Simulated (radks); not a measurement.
Task: Coherent X-ray form factor from a spherical all-electron density. Method: Dirac Kohn-Sham, PBE, spin-unpolarised, spherical densities, finite nucleus; Fermi nuclear charge, rms radius of each element as measured or else 0.836 A^(1/3) + 0.57 fm; computed with a radial shooting solver on a logarithmic mesh with Libxc functionals.

sin(theta)/lambda (1/angstrom)  f0 (electrons)
0.05                                    44.456
0.1                                     42.924
0.15                                    40.661
0.2                                     37.986
0.25                                    35.190
0.3                                     32.484
0.4                                     27.793
0.5                                     24.236
0.6                                     21.628
0.8                                     18.050
1                                       15.293
1.25                                    12.222
1.5                                      9.692
2                                        6.663

The species is in the configuration that NIST lists as its ground one. Which atom or ion scatters so?

Result: The silver ion Ag2+, [Kr] 4d9. Extrapolating in s^2 from the first two rows gives f0(0) = 45.0, near the electron count 45; among species with that count, the fall with angle is slower the higher Z, and the table is that of Z = 47; from so few rows the species is fixed only to a neighbour or two.
